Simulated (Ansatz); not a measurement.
`BN(C=C)[SiH2][SiH3]` + H₂Te → `[SiH3][SiH2][TeH]` + `BNC=C`  (ligand exchange at the Si–N bond)

Isolated molecules relaxed with PBE0-D4/def2-TZVP in Ansatz; ΔE leaves out vibrations. CCSD(T)/CBS is the MP2 limit (def2-TZVPP, def2-QZVPP) plus CCSD(T) − MP2 in def2-TZVPP, frozen cores. Functionals use def2-TZVPP. B3LYP here is the variant with VWN-RPA as its local correlation; programs differ in this. def2 core potentials past Kr. For Te outer-core shells are correlated without core-valence functions, which leaves a few kJ/mol of doubt a bond. Each species was taken in one conformer, which may not be the lowest.

`BN(C=C)[SiH2][SiH3]`:

Z-matrix (Å, degrees):
```
Si
Si 1 2.348
N 1 1.773 2 110.9
H 1 1.481 2 110.6 3 -117.6
H 1 1.489 2 110.3 3 121.7
H 2 1.489 1 108.5 3 153.4
H 2 1.487 1 109.7 3 34.7
H 2 1.487 1 112.4 3 -87.0
C 3 1.402 1 119.0 2 61.4
B 3 1.408 1 120.9 2 -115.5
C 9 1.330 3 126.1 1 6.3
H 9 1.086 3 113.5 1 -173.6
H 10 1.198 3 118.7 1 177.1
H 10 1.194 3 119.5 1 -2.7
H 11 1.081 9 119.8 3 -179.4
H 11 1.084 9 123.2 3 1.5
```

H₂Te:

Cartesian coordinates in Å:
```
Te 0.660 0.129 -0.391
H -0.250 1.003 0.681
H -0.409 -1.132 -0.290
```

`[SiH3][SiH2][TeH]`:

```xyz
9

Si   -1.282    0.491   -0.856
Si    0.806    0.118    0.126
Te    0.488   -1.713    1.798
H    -1.181    1.572   -1.873
H    -2.263    0.894    0.185
H    -1.758   -0.754   -1.515
H     1.804   -0.285   -0.900
H     1.298    1.351    0.796
H     2.086   -1.674    2.240
```

`BNC=C`:

```xyz
10

B    -0.204   -1.065    1.517
N     0.259   -0.543    0.310
C    -0.245    0.568   -0.356
C     0.214    1.045   -1.507
H    -1.125   -0.526    2.057
H     0.335   -2.031    1.968
H     1.036   -0.986   -0.160
H    -1.079    1.036    0.158
H     1.047    0.585   -2.029
H    -0.238    1.917   -1.957
```

```tsv
level	ΔE (kJ/mol)
r2SCAN-D4	-41.4
r2SCAN0-D4	-41.7
PBE-QIDH	-41.7
B3LYP	-45.3
r2SCANh	-44.2
RPA@PBE/def2-TZVPP	-24.2
MP2/def2-QZVPP	-37.2
SCS-MP2/def2-QZVPP	-34.9
```

**Question.** What does CCSD(T)/CBS give? (Estimate.)

**Answer.** Ansatz gave: -36.5 kJ/mol. The listed levels differ from it by -4.9, -5.2, -5.2, -8.8, -7.7, 12.3, -0.7, 1.6 kJ/mol.

Largest T1 diagnostic among the species: 0.014.

At CCSD(T), def2-SVP lies +3.6 kJ/mol from the extrapolated value and def2-TZVPP +7.6 kJ/mol. The D4 term adds +10.4 kJ/mol with B3LYP and +6.1 kJ/mol with PBE0; it sums over pairs of atoms, weighted by their polarisabilities, and B3LYP, whose exchange is more repulsive, gets the larger term. Leaving LDA and LC-ωPBE aside and taking each functional with its dispersion term where it has one, the values, not all of them listed here, spread over 15.5 kJ/mol, from PBE-D4 to CAM-B3LYP-D4. LDA lies +15.1 kJ/mol from PBE without D4.
